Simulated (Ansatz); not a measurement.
Basis-set series for `Cl[Si](Cl)(Cl)[SnH3]`. The species carries charge 0 and has multiplicity 1. Sn takes the def2 core potential. All single points use the PBE0-D4/def2-TZVP geometry.

| functional | basis | functions | energy (Eh) | HOMO (eV) | LUMO (eV) |
| --- | --- | --- | --- | --- | --- |
| PBE0-D4 | def2-SVP | 113 | -1885.24401 | -8.14 | -0.53 |
| PBE0-D4 | def2-TZVPP | 260 | -1885.83724 | -8.21 | -0.79 |
| ωB97M-V | def2-SVP | 113 | -1885.66943 | -10.06 | 1.31 |
| ωB97M-V | def2-TZVPP | 260 | -1886.25845 | -10.17 | 0.87 |

Give the rows for def2-QZVPP. (An estimate is asked.)

Computed: 
| functional | basis | functions | energy (Eh) | HOMO (eV) | LUMO (eV) |
| --- | --- | --- | --- | --- | --- |
| PBE0-D4 | def2-QZVPP | 452 | -1885.88915 | -8.23 | -0.87 |
| ωB97M-V | def2-QZVPP | 452 | -1886.30794 | -10.20 | 0.70 |

Positive LUMOs are unbound and depend on the basis.
